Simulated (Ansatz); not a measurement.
Geometry optimisation, UKS PBE/def2-SVP in Ansatz.

input.yaml

```yaml
crystal:
  periodic: [false, false, false]
  atoms:
    - { symbol: W, position_ang: [-0.171516, 0.03207, 0.174352] }
    - { symbol: F, position_ang: [-0.813082, 1.071878, 1.599998] }
    - { symbol: H, position_ang: [1.266153, -0.113374, 1.033653] }
    - { symbol: Cl, position_ang: [1.188424, 1.908651, -0.195378] }
    - { symbol: F, position_ang: [-1.801991, -0.863762, 0.5071] }
    - { symbol: Cl, position_ang: [0.734296, -2.037749, -0.278691] }
    - { symbol: Cl, position_ang: [-0.667714, 0.223067, -2.078173] }
    - { symbol: O, position_ang: [0.251436, -0.593541, 3.063724] }
    - { symbol: H, position_ang: [-0.630406, -0.428342, 3.480516] }
magnetization:
  spin_polarized: true
  initial_magnetization: 1
basis:
  gaussian: { orbitals: def2-SVP }
hamiltonian:
  xc: pbe
relax:
  f_tol: 0.03
  max_steps: 50
```

Launched with:

```bash
$ ansatz run input.yaml --threads 4 --pin off --max-ram 5120MiB --backend cpu --events-out ev --progress --plain --runs-dir out
```

Where does it end, and by what steps?

The forces met the threshold. After 20 steps the energy has fallen by 3.918 eV; H3 moved furthest, 1.32 Å. Parted: W1–H3 (1.68 → 2.72 Å). Joined: W1–O8 (2.99 → 2.29 Å), H3–O8 (2.32 → 0.98 Å).

```
step  energy less start (eV)  largest force component (eV/Å)  accepted
   0                  0.0000                           0.325       yes
   1                 -0.1884                           0.634       yes
   2                 -0.5359                           0.967       yes
   3                 -1.0501                           0.986       yes
   4                 -1.5066                           1.166       yes
   5                 -1.6181                           1.602       yes
   6                 -1.7182                           0.629       yes
   7                 -1.8536                           0.715       yes
   8                 -2.1408                           1.463       yes
   9                 -2.8220                           2.181       yes
  10                 -3.4940                           1.696       yes
  11                 -3.7564                           1.148       yes
  12                 -3.8515                           0.334       yes
  13                 -3.8749                           1.149       yes
  14                 -3.8814                           0.321       yes
  15                 -3.8372                           1.097        no
  16                 -3.9027                           0.376       yes
  17                 -3.9143                           0.131       yes
  18                 -3.9167                           0.087       yes
  19                 -3.9173                           0.044       yes
  20                 -3.9176                           0.027       yes
```

```xyz
9
Properties=species:S:1:pos:R:3
W -0.355 -0.084 0.159
F -1.183 1.246 1.203
H 1.257 0.053 2.339
Cl 1.526 1.339 0.048
F -1.885 -1.151 0.598
Cl 0.863 -1.961 -0.332
Cl -1.142 0.409 -1.916
O 0.445 -0.497 2.265
H -0.172 -0.155 2.944
```

Whether the end is a true minimum wasn't checked by a vibrational analysis.

Run time: 2.3 min on 4 threads of Arm Neoverse V1, on a shared host, peak memory 0.4 GiB.
